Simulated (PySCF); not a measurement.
Core binding energy against partial charge

Compound: SiH2Me(NMeEt), C₄H₁₃NSi.
Z-matrix (Å and degrees, PBE0-D3(BJ)/def2-SVP geometry), rows numbered from 1:
```
Si
H   1  1.5070
H   1  1.4967  2  106.77
C   1  1.8755  2  107.28  3  -119.30
H   4  1.1016  1  109.20  2    63.39
H   4  1.1008  1  112.01  2   -55.31
H   4  1.1006  1  111.33  2  -177.09
N   1  1.7407  2  114.54  3   117.03
C   8  1.4417  1  121.33  2    77.42
C   8  1.4482  1  120.64  2   -82.83
C  10  1.5246  8  115.26  1    90.16
H   9  1.1059  8  110.43  1   147.69
H   9  1.1086  8  114.19  1   -91.54
H   9  1.1006  8  110.66  1    29.42
H  10  1.1078  8  108.53  1  -146.92
H  10  1.1032  8  108.29  1   -32.41
H  11  1.1012 10  110.88  8   179.26
H  11  1.1015 10  110.96  8   -60.71
H  11  1.1011 10  111.65  8    59.44
```

Binding energies: delta-SCF UKS SCAN, pcX-2 on the ionised atom, pcseg-1 elsewhere, spin-free X2C in PySCF 2.14.0. Charges: PBE0/pcSseg-1 ground-state density, for the ionised atom.

```tsv
atom	environment	C 1s (eV)	Mulliken (e)	IAO (e)	Hirshfeld (e)	ESP (e)
C4	carbon bonded to Si and 3 H	290.07	-0.655	-0.721	-0.212	-0.767
C11	carbon bonded to C and 3 H	290.39	-0.294	-0.423	-0.123	-0.168
C10	carbon bonded to C, N and 2 H	291.26	-0.044	-0.133	-0.021	+0.121
C9	carbon bonded to N and 3 H	291.35	-0.080	-0.291	-0.068	-0.258
```

Problem. Give the correlation coefficient and slope of binding energy on charge for each scheme.

Solution. Mulliken: r = 0.93, slope 2.1 eV per e; Hirshfeld: r = 0.92, slope 7.1 eV per e; IAO: r = 0.90, slope 2.3 eV per e; ESP: r = 0.72, slope 1.2 eV per e. On 4 points no scheme stands out.

Problem. The point-charge model writes a binding energy as kq + V + constant, with V the potential of the other atoms' charges at the site. What does it give with the ESP charges?

Solution. V = Σ 14.40 eV Å × q/r over all other atoms: +10.07 eV at C4, +2.13 eV at C11, -2.59 eV at C10, +2.38 eV at C9. Fitting binding energy − V to q gives k = 15.3 eV per e and leaves an rms residual of 0.74 eV, against 0.38 eV for the fit on q alone. The model has no term for differences in relaxation between sites.

The structure is a single PBE0-D3(BJ)/def2-SVP conformer in the gas phase; no vibrational or solvent corrections.
